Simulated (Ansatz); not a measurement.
Program: Ansatz. Geometries: PBE0-D4/def2-TZVP. ΔE: electronic, gas phase. CBS: MP2 limit from def2 TZ/QZ plus the TZ coupled-cluster correction, frozen cores. Functionals use def2-TZVPP. Elements past krypton have def2 core potentials. For Sn outer-core shells are correlated without core-valence functions, which leaves a few kJ/mol of doubt a bond. One conformer a species, not always the lowest.

`N[BH][SnH]([F])[Cl]` + `C#CSC` → `C[S][SnH]([F])[Cl]` + `C#CBN`  (formal exchange of groups at the Sn–B bond)

`N[BH][SnH]([F])[Cl]`:

```xyz
9

N     0.079   -0.024   -1.653
B    -0.101   -0.899   -0.608
Sn   -0.240    0.176    1.357
F    -0.085    1.988    0.666
Cl    1.690   -0.093    2.641
H     0.186   -0.322   -2.611
H     0.131    0.977   -1.523
H    -0.155   -2.079   -0.761
H    -1.504    0.277    2.492
```

`C#CSC`:

```xyz
8

C     1.940   -1.106    0.433
C     1.089   -0.274    0.628
S    -0.054    0.903    0.958
C    -1.233    0.609   -0.380
H     2.690   -1.841    0.260
H    -0.756    0.759   -1.347
H    -1.647   -0.395   -0.308
H    -2.028    1.344   -0.245
```

`C[S][SnH]([F])[Cl]`:

Z-matrix (Å, degrees):
```
C
S 1 1.821
H 1 1.089 2 111.1
H 1 1.090 2 105.6 3 118.2
H 1 1.088 2 111.1 3 -123.4
Sn 2 2.357 1 99.1 3 59.1
Cl 6 2.316 2 109.5 1 -49.6
F 6 1.916 2 107.4 1 60.1
H 6 1.694 2 117.5 1 -178.1
```

`C#CBN`:

```xyz
8

C    -1.410    1.451    0.819
C    -0.760    0.497    0.469
B     0.040   -0.733    0.044
N     1.175   -0.595   -0.742
H    -1.985    2.292    1.129
H    -0.303   -1.828    0.382
H     1.727   -1.380   -1.042
H     1.517    0.296   -1.060
```

```csv
level,ΔE (kcal/mol)
r2SCAN-D4,-28.1
revPBE,-25.9
BLYP,-26.8
PBE0,-27.0
r2SCAN0,-28.5
CCSD/def2-SVP,-28.9
CCSD(T)/def2-TZVPP,-28.4
HF/CBS(def2),-33.3
```

(1) What does CCSD(T)/CBS give? (Estimate.)

Largest T1 diagnostic among the species: 0.014.

Answers

(1) Ansatz gave: -29.6 kcal/mol. The listed levels differ from it by 1.5, 3.7, 2.8, 2.6, 1.1, 0.7, 1.2, -3.7 kcal/mol.

Leaving LDA and LC-ωPBE aside and taking each functional with its dispersion term where it has one, the values, not all of them listed here, spread over 4.3 kcal/mol, from BHLYP-D4 to PBE-D4. LDA lies +1.5 kcal/mol from PBE without D4. From PBE to PBE0 (25 % exact exchange), in def2-TZVPP and without D4, ΔE moves by −1.4 kcal/mol.
